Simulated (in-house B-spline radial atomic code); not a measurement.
Computed with a B-spline radial atomic code. Model: two electrons, singlet ground state, non-relativistic, full CI in B-splines with partial waves to l = 8 (at full coupling up to 3e-4 hartree above the limit, correlation up to 0.6 % small), density held at that of full coupling by Lieb maximisation.

W(λ) is the mean repulsion in the state of coupling λ less the Hartree energy of the fixed density. Its start is exact exchange, its initial slope is twice the second-order Görling-Levy correlation energy, and its area from 0 to 1 is E_xc. A straight curve means weak, dynamic correlation, and a curve that drops fast and flattens means strong correlation.

Command:
```bash
python run_ac.py task.json out
```
Settings (lengths in bohr, energies in hartree):
```
potential              dot
strength               1.94
lmax                   8
second                 0.3
```

Cost of the run: 11 s on 1 thread of Intel(R) Xeon(R) Processor @ 2.30GHz, with other jobs on the host.

**W = mean repulsion less Hartree energy, and W of three functionals.**

Given: confinement charge in harmonic well; well frequency 1.94 hartree; nuclear charge 0.3; external potential omega^2 r^2/2 - Z/r.

Computed: LDA exchange minus exact 161.35 millihartree; PBE exchange minus exact 47.374 millihartree.

```csv
coupling,W xc (hartree),W xc minus exchange (millihartree),kinetic minus Kohn-Sham (millihartree),LDA (PW92) W minus its exchange (millihartree),PBE W minus its exchange (millihartree),SCAN W minus its exchange (millihartree)
0,-1.1066,0,0,0,0,0
0.02,-1.1085,-1.952,0.02,-12.21,-3.05,-1.9
0.05,-1.1114,-4.848,0.12,-25.07,-7.52,-4.68
0.12,?,?,?,?,?,?
0.25,-1.1298,-23.245,2.85,-80.52,-34.35,-22.03
0.4,-1.1426,-36.069,7.01,-109.84,-51.87,-34
0.6,-1.1586,-51.99,14.95,-141.65,-72.74,-48.83
0.8,-1.1733,-66.686,25.22,-168.23,-91.38,-62.55
1,?,?,?,?,?,?
1.4,-1.2112,-104.58,66.47,-229.67,-137.84,-98.4
2,-1.2417,-135.09,118.04,-275.09,-174.53,-128.05
3,-1.281,-174.41,215.31,-331.27,-222.01,-167.7
4.5,-1.3226,-216.01,369.29,-390.22,-273.74,-211.74
7,-1.3669,-260.28,619.2,-454.68,-331.95,-260.84
10,-1.3997,-293.14,894.82,-504.92,-378.2,-298.03
```

(1) What belongs in the row 0.12?

(2) What belongs in the row 1?

(3) What is the SCAN exchange minus exact?

**Energy parts, natural occupations and partial-wave weights.**

Computed: total energy 5.9406 hartree; exchange energy -1.1066 hartree; kinetic part of the DFT correlation energy 0.037435 hartree; initial slope twice GL2 -0.097997 hartree; kinetic part over minus potential part 0.46631; Hartree energy 2.2132 hartree; Kohn-Sham kinetic 2.8738 hartree.

```tsv
natural	occupation of the shell (electrons)
s	1.9862
p	0.012189
s	0.00085941
d	?
p	0.00011103
f	5.937e-05
```

(4) What belongs in the row d?

| wave | weight |
| --- | --- |
| s | 0.99356 |
| p | ? |
| d | 0.00024649 |
| f | 3.2881e-05 |
| g | 7.4365e-06 |

(5) What belongs in the row p?

(6) What is the Lieb Oxford ratio E_xc over LDA exchange?

(7) What is the correlation energy?

Results:

(1) W xc (hartree): -1.118; W xc minus exchange (millihartree): -11.464; kinetic minus Kohn-Sham (millihartree): 0.68; LDA (PW92) W minus its exchange (millihartree): -48.15; PBE W minus its exchange (millihartree): -17.45; SCAN W minus its exchange (millihartree): -10.97.

(2) W xc (hartree): -1.1869; W xc minus exchange (millihartree): -80.279; kinetic minus Kohn-Sham (millihartree): 37.44; LDA (PW92) W minus its exchange (millihartree): -191.2; PBE W minus its exchange (millihartree): -108.25; SCAN W minus its exchange (millihartree): -75.32.

(3) 4.5699 millihartree.

(4) occupation of the shell (electrons): 0.00046952.

(5) weight: 0.0061536.

(6) 1.216.

(7) -0.042844 hartree.

Half-way to full coupling W has made 55 % of its drop, against 50 % for a straight line, and second-order (GL2) theory, half the initial slope, overshoots the correlation energy by about 14 %: a moderate bend, as in light atoms. Over couplings 0 to 1 the errors in E_xc come to about +86 millihartree for LDA, +30 millihartree for PBE, +7.1 millihartree for SCAN, so SCAN is nearest. In LDA and PBE the errors of exchange and correlation have opposite signs, so the sum is smaller than the larger of the two.
